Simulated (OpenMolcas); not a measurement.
Tm2+ among 6 point charges of -0.5 e arranged as a tetragonal octahedron (D4h), 2.68 Å from the ion, with the axial distance 3.002 Å.

```yaml
Program: OpenMolcas 26.06
Method: "SS-CASPT2, IPEA 0.25 Eh, imaginary shift 0.1 Eh (closed shells correlated: 5s 5p)"
Basis: ANO-RCC-VTZP [8s7p5d3f2g1h]
Scalar_Hamiltonian: DKH2, point nucleus
Active_space: 13 electrons in 7 orbitals (4f)
State_averaging: 2S+1 = 2 odd, 7 roots
Spin-orbit_coupling: state interaction with AMFI integrals over the reference wave functions
```

What is the spin-free ground state (labels of D4, the rotations of D4h)?

2E, 2-fold in its orbital part, 100 % from free-ion F terms; it has the highest spin that f13 allows.

Where is the first state of the same spin?

2E at 271 cm-1 above the ground state.

What are the lowest two levels with spin-orbit coupling?

A 2-fold level E1/2 with g = 0.04, 0.04, 7.93, then a 2-fold level E3/2 250 cm-1 above it. Their leading multiplicities are 2 (100 %) and 2 (100 %).

What is χT at 300 K, and how does it compare with the textbook value?

Hund's rules give f13 the level 2F7/2 with g = 1.143, so an isolated free-ion multiplet has χT = g² J(J+1) / 8 = 2.571 cm3 K/mol. The computed 2.522 at 300 K differs by -2 %, through the field's splitting, the mixing of terms and any other multiplet in reach.

Point charges carry no covalency, so the field is a model and not that of real ligands. No measured value stands beside these numbers.
